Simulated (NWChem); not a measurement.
System: CH₅O₂Sc; SMILES [Sc]([CH3])([OH])[OH]

The following NWChem deck was run.

```
start job
memory heap 200 mb stack 900 mb global 1100 mb
geometry units angstroms noautoz
  Sc    -0.006034    -0.086010     0.000365
  O      1.656479    -0.899907    -0.000053
  H      2.393545    -1.510368    -0.000528
  O     -1.640992    -0.954563    -0.000042
  H     -2.355245    -1.591533    -0.000286
  C     -0.027210     2.121050     0.000794
  H     -1.044073     2.552620     0.002119
  H      0.498602     2.534013    -0.881676
  H      0.501135     2.533705     0.881862
end
basis spherical
  * library def2-svp
end
dft
  xc xpbe96 cpbe96
  iterations 150
  vectors input atomic output neutral.movecs
end
task dft energy
charge 1
dft
  odft
  mult 2
  vectors input atomic output cation.movecs
end
task dft energy
```

NWChem printed, in part:

```
             Northwest Computational Chemistry Package (NWChem) 7.3.0
             --------------------------------------------------------

 CS  symmetry detected

                             Geometry "geometry" -> ""
                             -------------------------

 Output coordinates in angstroms (scale by  1.889725989 to convert to a.u.)

  No.       Tag          Charge          X              Y              Z
 ---- ---------------- ---------- -------------- -------------- --------------
    1 Sc                  21.0000     0.00598605    -0.09841614     0.00000000
    2 O                    8.0000     1.73198482    -0.76722570     0.00000000
    3 H                    1.0000     2.51853433    -1.31244943     0.00000000
    4 O                    8.0000    -1.54874566    -1.10354369     0.00000000
    5 H                    1.0000    -2.20593744    -1.79923553     0.00000000
    6 C                    6.0000    -0.20376806     2.09875605     0.00000000
    7 H                    1.0000    -1.25379927     2.44182719     0.00000000
    8 H                    1.0000     0.28609519     2.55510773    -0.88176902
    9 H                    1.0000     0.28609519     2.55510773     0.88176902

 Effective nuclear repulsion energy (a.u.)     200.0820483654

      Symmetry information
      --------------------

 Group name             Cs
 Group number              2
 Group order               2
 No. of unique centers     8

  pbe96 is a nonlocal functional; adding pw91lda local functional.

                                 NWChem DFT Module
                                 -----------------

 Summary of "ao basis" -> "ao basis" (spherical)
 ------------------------------------------------------------------------------
       Tag                 Description            Shells   Functions and Types
 ---------------- ------------------------------  ------  ---------------------
 Sc                         def2-svp                11       31   5s3p2d1f
 O                          def2-svp                 6       14   3s2p1d
 H                          def2-svp                 3        5   2s1p
 C                          def2-svp                 6       14   3s2p1d

      Symmetry analysis of basis
      --------------------------

        a'         68
        a"         30

            General Information
            -------------------
          SCF calculation type: DFT
          Wavefunction type:  closed shell.
          No. of atoms     :     9
          No. of electrons :    48
           Alpha electrons :    24
            Beta electrons :    24
          Charge           :     0
          Spin multiplicity:     1
          Use of symmetry is: on ; symmetry adaption is: on
          Maximum number of iterations: 150
          AO basis - number of functions:    98
                     number of shells:    44
          Convergence on energy requested:  1.00D-06
          Convergence on density requested:  1.00D-05
          Convergence on gradient requested:  5.00D-04

              XC Information
              --------------
          PerdewBurkeErnzerhof Exchange Functional  1.000
            Perdew 1991 LDA Correlation Functional  1.000 local
           PerdewBurkeErnz. Correlation Functional  1.000 non-local

             Grid Information
             ----------------
          Grid used for XC integration:  medium
          Radial quadrature: Mura-Knowles
          Angular quadrature: Lebedev.
          Tag              B.-S. Rad. Rad. Pts. Rad. Cut. Ang. Pts.
          ---              ---------- --------- --------- ---------
          Sc                  1.60      112          10.0       590
          O                   0.60       49          11.0       434
          H                   0.35       45          13.0       434
          C                   0.70       49          11.0       434
          Grid pruning is: on
          Number of quadrature shells:   439
          Spatial weights used:  Erf1

      Superposition of Atomic Density Guess
      -------------------------------------

 Sum of atomic energies:        -949.13538789

      Non-variational initial energy
      ------------------------------

 Total energy =    -949.890790
 1-e energy   =   -1696.006777
 2-e energy   =     546.033938
 HOMO         =      -0.328620
 LUMO         =      -0.078297

      Symmetry analysis of molecular orbitals - initial
      -------------------------------------------------

  Numbering of irreducible representations:

     1 a'          2 a"

  Orbital symmetries:

     1 a'          2 a'          3 a'          4 a'          5 a'
     6 a'          7 a"          8 a'          9 a'         10 a'
    11 a'         12 a"         13 a'         14 a'         15 a'
    16 a'         17 a'         18 a'         19 a"         20 a'
    21 a"         22 a"         23 a'         24 a'         25 a'
    26 a'         27 a"         28 a'         29 a'         30 a'
    31 a"         32 a"         33 a'         34 a'

   convergence    iter        energy       DeltaE   RMS-Dens  Diis-err
 ---------------- ----- ----------------- --------- --------- ---------
 d= 0,ls=0.0,diis     1   -951.4247123576 -1.15D+03  4.61D-02  1.92D+00
 d= 0,ls=0.0,diis     2   -938.1697027809  1.33D+01  4.00D-02  1.06D+02
 d= 0,ls=0.0,diis     3   -951.5098144514 -1.33D+01  7.51D-03  1.96D+00
 d= 0,ls=0.0,diis     4   -951.6752354623 -1.65D-01  3.13D-03  1.47D-01
 d= 0,ls=0.0,diis     5   -951.6991564904 -2.39D-02  1.22D-03  1.17D-02
  Resetting Diis
 d= 0,ls=0.0,diis     6   -951.6992685868 -1.12D-04  6.74D-04  8.35D-03
 d= 0,ls=0.0,diis     7   -951.7004493603 -1.18D-03  1.98D-04  1.23D-04
 d= 0,ls=0.0,diis     8   -951.7003799498  6.94D-05  1.55D-04  7.00D-04
 d= 0,ls=0.0,diis     9   -951.7004613790 -8.14D-05  2.74D-05  2.21D-05
 d= 0,ls=0.0,diis    10   -951.7004637653 -2.39D-06  7.76D-06  8.26D-07
 d= 0,ls=0.0,diis    11   -951.7004638786 -1.13D-07  2.14D-06  6.76D-08

         Total DFT energy =     -951.700463878565
      One electron energy =    -1703.144620180436
           Coulomb energy =      614.482760173042
    Exchange-Corr. energy =      -63.120652236592
 Nuclear repulsion energy =      200.082048365421

 Numeric. integr. density =       48.000002953069

                  Occupations of the irreducible representations
                  ----------------------------------------------

                     irrep           alpha         beta
                     --------     --------     --------
                     a'               19.0         19.0
                     a"                5.0          5.0

                       DFT Final Molecular Orbital Analysis
                       ------------------------------------

 Vector   22  Occ=2.000000D+00  E=-2.491326D-01  Symmetry=a"
              MO Center=  4.1D-02, -9.1D-01,  4.0D-12, r^2= 3.3D+00
   Bfn.  Coefficient  Atom+Function         Bfn.  Coefficient  Atom+Function
  ----- ------------  ---------------      ----- ------------  ---------------
    56      0.430960  4 O  pz                37      0.417872  2 O  pz
    59      0.318544  4 O  pz                40      0.308744  2 O  pz
    14      0.156297  1 Sc pz                11     -0.131985  1 Sc pz
    16     -0.116123  1 Sc d -1              21     -0.069277  1 Sc d -1
     8      0.040221  1 Sc pz

 Vector   23  Occ=2.000000D+00  E=-2.453960D-01  Symmetry=a'
              MO Center= -2.2D-02, -7.8D-01, -1.3D-13, r^2= 3.5D+00
   Bfn.  Coefficient  Atom+Function         Bfn.  Coefficient  Atom+Function
  ----- ------------  ---------------      ----- ------------  ---------------
    36      0.361678  2 O  py                55     -0.330568  4 O  py
    54      0.286557  4 O  px                39      0.264172  2 O  py
    58     -0.238840  4 O  py                57      0.224117  4 O  px
    35      0.198332  2 O  px                38      0.160347  2 O  px
    15      0.143091  1 Sc d -2              12      0.102343  1 Sc px

 Vector   24  Occ=2.000000D+00  E=-1.809037D-01  Symmetry=a'
              MO Center= -1.5D-01,  1.5D+00, -9.9D-15, r^2= 1.9D+00
   Bfn.  Coefficient  Atom+Function         Bfn.  Coefficient  Atom+Function
  ----- ------------  ---------------      ----- ------------  ---------------
    74      0.462314  6 C  py                77      0.311411  6 C  py
     4     -0.229228  1 Sc s                 72     -0.223163  6 C  s
    19      0.214217  1 Sc d  2              10      0.212020  1 Sc py
     3      0.196182  1 Sc s                 13     -0.157770  1 Sc py
    71     -0.120539  6 C  s                 17      0.098225  1 Sc d  0

 Vector   25  Occ=0.000000D+00  E=-7.678482D-02  Symmetry=a'
              MO Center=  1.1D-02, -1.4D-01,  3.1D-13, r^2= 3.0D+00
   Bfn.  Coefficient  Atom+Function         Bfn.  Coefficient  Atom+Function
  ----- ------------  ---------------      ----- ------------  ---------------
    17      0.596772  1 Sc d  0               4      0.409407  1 Sc s
     5      0.339700  1 Sc s                 22      0.310088  1 Sc d  0
     3     -0.283604  1 Sc s                 71     -0.065679  6 C  s
    66     -0.062918  5 H  s                 47     -0.060546  3 H  s
     2      0.056057  1 Sc s                 85     -0.049712  7 H  s

 Vector   26  Occ=0.000000D+00  E=-4.420128D-02  Symmetry=a"
              MO Center=  8.4D-03,  4.1D-02, -6.2D-15, r^2= 1.4D+00
   Bfn.  Coefficient  Atom+Function         Bfn.  Coefficient  Atom+Function
  ----- ------------  ---------------      ----- ------------  ---------------
    16      0.767682  1 Sc d -1              21      0.366081  1 Sc d -1
    14      0.124596  1 Sc pz                90      0.119494  8 H  s
    95     -0.119494  9 H  s                 18      0.105900  1 Sc d  1
    37      0.098764  2 O  pz                89      0.095330  8 H  s
    94     -0.095330  9 H  s                 40      0.092768  2 O  pz

 Vector   27  Occ=0.000000D+00  E=-1.866569D-02  Symmetry=a"
              MO Center=  6.9D-03, -1.9D-01, -3.5D-15, r^2= 1.4D+00
   Bfn.  Coefficient  Atom+Function         Bfn.  Coefficient  Atom+Function
  ----- ------------  ---------------      ----- ------------  ---------------
    18      0.785968  1 Sc d  1              23      0.348770  1 Sc d  1
    56     -0.200478  4 O  pz                59     -0.196684  4 O  pz
    37      0.191447  2 O  pz                40      0.187163  2 O  pz
    16     -0.114884  1 Sc d -1              78      0.061425  6 C  pz
    21     -0.057330  1 Sc d -1              90      0.053857  8 H  s

     Multipole analysis of the density
     ---------------------------------

     L   x y z        total         alpha         beta         nuclear
     -   - - -        -----         -----         ----         -------
     0   0 0 0     -0.000000    -24.000000    -24.000000     48.000000

     1   1 0 0      0.120327      0.060163      0.060163      0.000000
     1   0 1 0     -1.100059     -0.550030     -0.550030      0.000000
     1   0 0 1      0.000000      0.000000      0.000000      0.000000

     2   2 0 0    -23.940751   -112.641975   -112.641975    201.343198
     2   1 1 0      0.378245      1.031978      1.031978     -1.685711
     2   1 0 1     -0.000000     -0.000000     -0.000000      0.000000
     2   0 2 0    -27.415524   -129.879942   -129.879942    232.344360
     2   0 1 1      0.000000      0.000000      0.000000      0.000000
     2   0 0 2    -23.921748    -14.737436    -14.737436      5.553124

                                 NWChem DFT Module
                                 -----------------

      Symmetry analysis of basis
      --------------------------

        a'         68
        a"         30

            General Information
            -------------------
          SCF calculation type: DFT
          Wavefunction type:  spin polarized.
          No. of atoms     :     9
          No. of electrons :    47
           Alpha electrons :    24
            Beta electrons :    23
          Charge           :     1
          Spin multiplicity:     2
          Use of symmetry is: on ; symmetry adaption is: on
          Maximum number of iterations: 150
          AO basis - number of functions:    98
                     number of shells:    44
          Convergence on energy requested:  1.00D-06
          Convergence on density requested:  1.00D-05
          Convergence on gradient requested:  5.00D-04

              XC Information
              --------------
          PerdewBurkeErnzerhof Exchange Functional  1.000
            Perdew 1991 LDA Correlation Functional  1.000 local
           PerdewBurkeErnz. Correlation Functional  1.000 non-local

             Grid Information
             ----------------
          Grid used for XC integration:  medium
          Radial quadrature: Mura-Knowles
          Angular quadrature: Lebedev.
          Tag              B.-S. Rad. Rad. Pts. Rad. Cut. Ang. Pts.
          ---              ---------- --------- --------- ---------
          Sc                  1.60      112          10.0       590
          O                   0.60       49          11.0       434
          H                   0.35       45          13.0       434
          C                   0.70       49          11.0       434
          Grid pruning is: on
          Number of quadrature shells:   439
          Spatial weights used:  Erf1

      Superposition of Atomic Density Guess
      -------------------------------------

 Sum of atomic energies:        -949.13538789

 Renormalizing density from      48.00 to     47

      Non-variational initial energy
      ------------------------------

 Total energy =    -937.071736
 1-e energy   =   -1660.673302
 2-e energy   =     523.519518
 HOMO         =      -0.603227
 LUMO         =      -0.342996

   Symmetry analysis of molecular orbitals - initial alpha
   -------------------------------------------------------

  Numbering of irreducible representations:

     1 a'          2 a"

  Orbital symmetries:

     1 a'          2 a'          3 a'          4 a'          5 a'
     6 a'          7 a"          8 a'          9 a'         10 a'
    11 a'         12 a"         13 a'         14 a'         15 a'
    16 a'         17 a'         18 a"         19 a'         20 a'
    21 a"         22 a'         23 a"         24 a'         25 a'
    26 a"         27 a"         28 a'         29 a'         30 a'
    31 a"         32 a'         33 a'         34 a'

   Symmetry analysis of molecular orbitals - initial beta
   ------------------------------------------------------

  Numbering of irreducible representations:

     1 a'          2 a"

  Orbital symmetries:

     1 a'          2 a'          3 a'          4 a'          5 a'
     6 a'          7 a"          8 a'          9 a'         10 a'
    11 a'         12 a"         13 a'         14 a'         15 a'
    16 a'         17 a'         18 a"         19 a'         20 a'
    21 a"         22 a'         23 a"         24 a'         25 a'
    26 a"         27 a"         28 a'         29 a'         30 a'
    31 a"         32 a'         33 a'         34 a'

[...]
```

Level: PBE/def2-SVP, vertical spin-unrestricted ions. Structure relaxed at the PBE0/def2-SVP level.
